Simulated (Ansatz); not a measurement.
ClGeH₆N₃ (`[NH2][Ge]([NH2])([NH2])[Cl]`). The species carries charge 0 and has multiplicity 1. The structure was optimised at the PBE0-D4/def2-TZVP level. It is one conformer, not always the lowest.

```xyz
11

N     0.590    1.496    0.693
Ge   -0.383    0.055    0.161
N    -0.593   -0.019   -1.645
N     0.258   -1.498    0.857
Cl   -2.354    0.323    0.972
H     0.312    2.389    0.313
H     1.592    1.385    0.646
H    -1.139   -0.792   -1.997
H     0.251    0.094   -2.186
H     1.008   -1.932    0.340
H     0.457   -1.501    1.846
```

Task: What is the dipole moment at r2SCAN/def2-TZVPP? (Estimate.)

Result: The calculation gave: 4.12 D, with components (3.76, -0.57, -1.59) D in this frame, pointing from negative to positive charge.

Task: And with PBE, B3LYP, ωB97M-V? (Best estimate.)

Result: The calculation gave: PBE 4.00 D, B3LYP 4.10 D, ωB97M-V 4.14 D.

Task: Give the Mulliken charges with r2SCAN, PBE, B3LYP in def2-TZVPP. (Estimate.)

Result: Ansatz gave: 
```csv
atom,r2SCAN,PBE,B3LYP
N1,-0.41,-0.36,-0.37
Ge2,0.71,0.56,0.68
N3,-0.41,-0.36,-0.37
N4,-0.42,-0.36,-0.37
Cl5,-0.34,-0.32,-0.33
H6,0.15,0.15,0.14
H7,0.14,0.13,0.12
H8,0.15,0.15,0.14
H9,0.14,0.13,0.12
H10,0.14,0.13,0.12
H11,0.15,0.15,0.14
```

B3LYP here is the variant with VWN-RPA as its local correlation; programs differ in this.
